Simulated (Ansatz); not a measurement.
Reaction (formal hydrolysis of a Ti–Cl bond): `CC1=CC(C(F)(F)F)=[O+][Ti-]([OH])([F])([Cl])[O]1` + H₂O → `CC1=CC(C(F)(F)F)=[O+][Ti-]([OH])([OH])([F])[O]1` + HCl

Program: Ansatz. Geometries: PBE0-D4/def2-TZVP. ΔE: electronic, gas phase. CBS: MP2 limit from def2 TZ/QZ plus the TZ coupled-cluster correction, frozen cores. This one scheme is used for every species. Functionals use def2-TZVPP. HSE06 is defined as in plane-wave codes. For Ti outer-core shells are correlated without core-valence functions, which leaves a few kJ/mol of doubt a bond. Scalar relativity is left out up to krypton. Each species was taken in one conformer, which may not be the lowest.

`CC1=CC(C(F)(F)F)=[O+][Ti-]([OH])([F])([Cl])[O]1`:

Z-matrix (Å, degrees):
```
Ti
O 1 1.962
O 1 1.783 2 127.2
Cl 1 2.207 2 116.0 3 -160.2
C 1 2.999 2 17.5 3 -82.4
F 1 1.753 2 87.7 3 97.7
O 1 2.074 2 80.3 3 -75.6
H 1 2.429 2 123.3 3 -23.7
C 5 1.532 1 140.4 2 -4.9
C 5 1.369 1 99.3 2 177.0
C 7 1.255 1 135.2 2 -8.6
F 9 1.334 5 112.0 1 -176.3
F 9 1.329 5 110.2 1 -56.0
F 9 1.331 5 110.0 1 63.5
H 10 1.078 5 120.0 1 177.5
C 11 1.491 7 117.3 1 -173.3
H 16 1.088 11 112.4 7 -177.6
H 16 1.093 11 108.6 7 61.0
H 16 1.092 11 109.3 7 -55.4
```

H₂O:

Z-matrix (Å, degrees):
```
O
H 1 0.960
H 1 0.960 2 105.1
```

`CC1=CC(C(F)(F)F)=[O+][Ti-]([OH])([OH])([F])[O]1`:

Z-matrix (Å, degrees):
```
Ti
O 1 2.016
O 1 1.796 2 124.5
F 1 1.765 2 119.7 3 -159.7
C 1 3.038 2 17.5 3 -80.2
O 1 1.784 2 84.4 3 98.5
O 1 2.069 2 79.7 3 -78.7
H 1 2.429 2 124.4 3 -24.3
C 5 1.532 1 141.2 2 -0.9
C 5 1.371 1 98.9 2 179.6
H 6 0.958 1 131.5 2 2.9
C 7 1.254 1 136.6 2 -2.5
F 9 1.333 5 112.4 1 -179.4
F 9 1.332 5 110.2 1 -59.0
F 9 1.332 5 110.1 1 60.1
H 10 1.078 5 120.0 1 179.3
C 12 1.493 7 117.2 1 -177.7
H 17 1.088 12 112.4 7 179.5
H 17 1.092 12 108.9 7 57.7
H 17 1.093 12 109.1 7 -58.8
```

HCl:

Z-matrix (Å, degrees):
```
Cl
H 1 1.279
```

Problem. Is it downhill or uphill in electronic energy at CCSD(T)/CBS, and by how much? (An estimate is asked.)

Solution. Computed: Uphill: ΔE = +0.31 eV.

Problem. What do these levels give: r2SCAN-D4, r2SCANh-D4, HSE06-D4, B2PLYP, PBE-QIDH, LC-ωPBE, HF/def2-TZVPP, SCS-MP2/def2-TZVPP, CCSD(T)/def2-TZVPP, MP2/def2-QZVPP, SCS-MP2/def2-QZVPP, CCSD/CBS(def2)? (Best estimate.)

Solution. Ansatz gave: r2SCAN-D4 0.30, r2SCANh-D4 0.31, HSE06-D4 0.32, B2PLYP 0.28, PBE-QIDH 0.33, LC-ωPBE 0.19, HF/def2-TZVPP 0.29, SCS-MP2/def2-TZVPP 0.28, CCSD(T)/def2-TZVPP 0.27, MP2/def2-QZVPP 0.35, SCS-MP2/def2-QZVPP 0.30, CCSD/CBS(def2) 0.28 eV.

Largest T1 diagnostic among the species: 0.021, so the coupled-cluster value is less sure than usual.

From BLYP to BHLYP (50 % exact exchange), in def2-TZVPP and without D4, ΔE moves by +0.05 eV. The D4 term adds +0.04 eV with B3LYP and +0.02 eV with PBE0; it sums over pairs of atoms, weighted by their polarisabilities, and B3LYP, whose exchange is more repulsive, gets the larger term.

B3LYP here is the variant with VWN-RPA as its local correlation; programs differ in this.
